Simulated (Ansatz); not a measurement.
Relaxation of BClF$_{2}$H (5 atoms, charge 0, multiplicity 2), to a largest force component of 0.03 eV/Å in at most 50 steps.

The calculation used UKS PBE0/def2-SVP (Ansatz).

```xyz
5
Properties=species:S:1:pos:R:3
B 0.000 0.001 -0.325
H 0.000 0.003 2.061
F 1.141 -0.001 -0.951
F -1.141 -0.001 -0.951
Cl 0.000 -0.002 3.396
```

**Question.** Where does it end, and by what steps?

**Answer.** It converged. After 22 steps the energy has fallen by 0.880 eV; H2 moved furthest, 1.51 Å. Parted: H2–Cl5 (1.34 → 2.07 Å). Joined: B1–Cl5 (3.72 → 1.85 Å).

```csv
step,energy less start (eV),largest force component (eV/Å),accepted
0,0.0000,1.033,yes
1,-0.0465,0.075,yes
2,-0.0525,1.106,yes
3,-0.0180,1.122,no
4,-0.0771,0.498,yes
5,-0.1092,0.483,yes
6,-0.1716,1.046,yes
7,-0.0624,2.601,no
8,-0.2524,0.653,yes
9,-0.3155,0.346,yes
10,-0.3620,0.252,yes
11,-0.3948,0.205,yes
12,-0.4039,0.474,yes
13,-0.4144,0.530,yes
14,-0.4329,0.478,yes
15,-0.4890,0.685,yes
16,-0.6162,1.183,yes
17,-0.7326,1.343,yes
18,-0.8554,0.634,yes
19,-0.8767,0.283,yes
20,-0.8787,0.157,yes
21,-0.8799,0.036,yes
22,-0.8800,0.003,yes
```

```xyz
5
Properties=species:S:1:pos:R:3
B 0.000 0.086 0.425
H 0.000 -1.141 1.081
F 1.144 0.223 -0.236
F -1.144 0.223 -0.236
Cl 0.000 0.608 2.197
```

Whether the end is a true minimum wasn't checked by a vibrational analysis.

Time of the run: 66 s on 1 thread of Arm Neoverse V2 (shared host), peak memory 0.15 GiB.
